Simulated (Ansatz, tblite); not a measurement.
Removing and adding an electron: VF₃. The state is a triplet with charge 0. Geometry: r2SCAN-D4/def2-TZVP. Ansatz, gas phase; energy differences of separate SCF runs; the oxidised species is a doublet (the quartet lies 3.61 eV higher at PBE0-D4/def2-TZVP); the reduced species is a quartet (the doublet lies 0.48 eV higher at PBE0-D4/def2-TZVPD).

```tsv
atom	x (Å)	y (Å)	z (Å)
V1	-0.0348	-0.0539	-0.0217
F2	-0.7338	1.3487	0.7552
F3	1.6984	0.1395	-0.1564
F4	-0.9299	-1.4343	-0.5771
```

The xTB rows come from tblite. Correlated methods freeze 8 core orbitals; core or outer-core shells of V are correlated, in sets that lack core-valence functions.

```csv
level,−HOMO (eV),vertical IE (eV),−LUMO (eV),vertical EA (eV),HOMO–LUMO gap (eV),IE − EA (eV),remarks
GFN1-xTB,–,17.27,–,8.14,–,9.13,–
GFN2-xTB,–,16.27,–,7.37,–,8.90,–
HF/def2-TZVPP,–,12.35,–,–,–,–,–
PBE-D4/def2-TZVP,5.48,9.74,4.99,–,0.49,–,–
PBE-D4/def2-TZVPD,5.49,–,5.00,1.09,0.49,–,HOMO above zero (-1 quartet)
r2SCAN-D4/def2-TZVP,6.14,10.12,4.76,–,1.39,–,–
r2SCAN-D4/def2-TZVPD,6.12,–,4.73,1.18,1.39,–,HOMO above zero (-1 quartet)
PBE0-D4/def2-TZVP,8.17,10.70,3.61,–,4.56,–,–
PBE0-D4/def2-TZVPD,8.15,–,3.58,1.37,4.57,–,HOMO above zero (-1 quartet)
MP2/def2-TZVPP,–,10.36,–,–,–,–,–
CCSD/def2-TZVPP,–,11.23,–,–,–,–,–
CCSD(T)/def2-TZVPP,–,10.49,–,–,–,–,–
```

   A HOMO above zero means that the electron is unbound at that level or that self-interaction error raises the level; the energy of removing that electron tells which. HOMO and LUMO are the levels of the spin that leaves or enters (xTB has no such levels and no spin-polarisation term). Other spin states of the ions may lie lower, which would lower the ionisation energy or raise the affinity. Raw xTB energy differences between charge states are shifted by several eV; the methods need an empirical correction for them.
